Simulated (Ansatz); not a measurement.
Consider the hydrogenolysis of the Sn–S bond: `C[O][SnH2][SH]` + H₂ → `C[O][SnH3]` + H₂S.

Gas-phase electronic energies from Ansatz, PBE0-D4/def2-TZVP geometries. CCSD(T)/CBS is the MP2 limit (def2-TZVPP, def2-QZVPP) plus CCSD(T) − MP2 in def2-TZVPP, frozen cores. This one scheme is used for every species. Functionals use def2-TZVPP. B3LYP here is the variant with VWN-RPA as its local correlation; programs differ in this. Elements past krypton have def2 core potentials. For Sn outer-core shells are correlated without core-valence functions, which leaves a few kJ/mol of doubt a bond. Each species was taken in one conformer, which may not be the lowest.

| level | ΔE (kJ/mol) | difference from CCSD(T)/CBS |
| --- | --- | --- |
| PBE-D4 | 48.1 | -0.9 |
| r2SCAN-D4 | 48.2 | -0.8 |
| PBE0-D4 | 44.3 | -4.7 |
| B3LYP-D4 | 44.1 | -4.9 |
| ωB97X-V | 39.9 | -9.1 |
| ωB97M-V | 41.4 | -7.6 |
| B2PLYP | 41.0 | -8.0 |
| PBE | 43.1 | -5.9 |
| r2SCAN | 46.9 | -2.1 |
| PBE0 | 39.8 | -9.2 |
| B3LYP | 36.1 | -12.9 |
| HF/def2-TZVPP | 25.5 | -23.5 |
| MP2/def2-TZVPP | 50.2 | 1.2 |
| SCS-MP2/def2-TZVPP | 43.1 | -5.9 |
| CCSD/def2-TZVPP | 34.6 | -14.4 |
| CCSD(T)/def2-TZVPP | 39.7 | -9.3 |
| HF/def2-QZVPP | 26.0 | -23.0 |
| MP2/def2-QZVPP | 55.7 | 6.7 |
| SCS-MP2/def2-QZVPP | 48.4 | -0.6 |
| HF/CBS(def2) | 26.1 | -22.9 |
| MP2/CBS(def2) | 59.5 | 10.5 |
| CCSD/CBS(def2) | 43.9 | -5.1 |
| CCSD(T)/CBS | 49.0 | 0 |

Largest T1 diagnostic among the species: 0.013.

The D4 term adds +8.0 kJ/mol with B3LYP and +4.5 kJ/mol with PBE0; it sums over pairs of atoms, weighted by their polarisabilities, and B3LYP, whose exchange is more repulsive, gets the larger term. From PBE to PBE0 (25 % exact exchange), in def2-TZVPP and without D4, ΔE moves by −3.3 kJ/mol. In def2-TZVPP, CCSD(T) changes the Hartree–Fock value by +14.2 kJ/mol (the triples alone add +5.1 kJ/mol) and MP2 by +24.7 kJ/mol.
